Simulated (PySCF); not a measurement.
Molecule: SMILES S1SSSSSSS1, S8.

Geometry (Å), atoms numbered from 1 in this order:
```xyz
8

S     0.0340    2.2810   -0.9266
S     1.7069    1.6833    0.1072
S     2.3495   -0.1032   -0.6795
S     1.6449   -1.6255    0.5088
S    -0.0486   -2.3966   -0.3632
S    -1.6884   -1.5634    0.5549
S    -2.3642   -0.0113   -0.6102
S    -1.6251    1.7452    0.1615
```

Frames of a GFN2-xTB Langevin trajectory at 300 K; GIAO PBE0/pcSseg-1 shieldings in PySCF, gas phase, non-relativistic; equivalent atoms averaged within each frame.

Referencing at the same level of theory: CS2 for 33S (503.73 ppm). The references are static minima.

Q: How do the shifts (ppm) fluctuate along the trajectory?

A: 
```tsv
time (fs)	S1/S2/S3/S4/S5/S6/S7/S8
optimised geometry	180
250	168
425	216
625	197
800	195
1000	250
mean of frames	205
standard deviation	30
```

5 frames give an uncertainty of the mean of about the standard deviation over 2.2 at best, since frames this close in time may not be independent; classical motion lacks zero-point vibration, and the reference would need the same averaging.
